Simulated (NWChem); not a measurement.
System: SiAsH3OF2; SMILES O[Si](F)(F)[AsH2]

```xyz
8

O      1.5403     1.4477    -0.0118
Si     0.0127     0.8558    -0.0002
F     -0.8011     1.4293    -1.2734
F     -0.7815     1.4303     1.2849
As    -0.0579    -1.4748     0.0006
H      1.6576     2.4041    -0.0094
H      1.0088    -1.5170     1.0883
H      0.9888    -1.5169    -1.1064
```
Atoms are numbered in this order, from 1.

Results from NWChem. Pople sets run with spherical d functions. Medium grid unless said otherwise, to which SCAN and Minnesota functionals are sensitive. All runs use the structure optimised with PBE0/def2-SVP. Hybrids' shares of exact exchange are those that their runs print; pure functionals count as 0. The functionals differ in more than this share.

```csv
row,share of exact exchange,orbital gap (eV)
PBE/6-31G*,0.00,6.38
MN15-L/6-31G*,0.00,6.96
B3LYP/6-31G*,0.20,7.94
MN15/6-31G*,0.44,withheld
M06-2X/6-31G*,0.54,10.34
Hartree-Fock/6-31G*,1.00,14.21
```

Fit a straight line of the last column on the one before it, predict the withheld value, and compare with the run.


1. Means of the 5 shown rows: x = 0.348, y = 9.166. Slope Σ(x − x̄)(y − ȳ)/Σ(x − x̄)² = 5.433/0.7261 = 7.482; intercept 6.562.
2. The shown rows scatter about the line by 0.246 (root mean square); the largest residual is +0.40, at MN15-L/6-31G*.
3. At x = 0.44 (MN15/6-31G*; inside the shown range) the line gives 9.85.
4. The run gives 9.50, -0.35 from the line, 1.4 times the scatter.
